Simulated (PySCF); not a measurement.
**Fine-structure interval along the 13-electron series**

Calculated with PySCF 2.14 and a two-component X2C-1e Hamiltonian (Gaussian nucleus, no Breit or QED terms), each ion in its own even-tempered basis scaled to its charge; GMP2 freezes 1s2 and drops the highest virtual spinors. Values in cm⁻¹.

```
    ion  configuration  GHF (screened spin-orbit)  GMP2 (screened spin-orbit)  GHF (bare spin-orbit)
Co(14+)   [Ne] 3s2 3p1                      25370                       24118                  27329
Cu(16+)   [Ne] 3s2 3p1                      36053                       34774                  38674
```

Question: Fill in the row of Ni(15+).

Answer: configuration: [Ne] 3s2 3p1; GHF (screened spin-orbit): 30358; GMP2 (screened spin-orbit): 29085; GHF (bare spin-orbit): 32632.
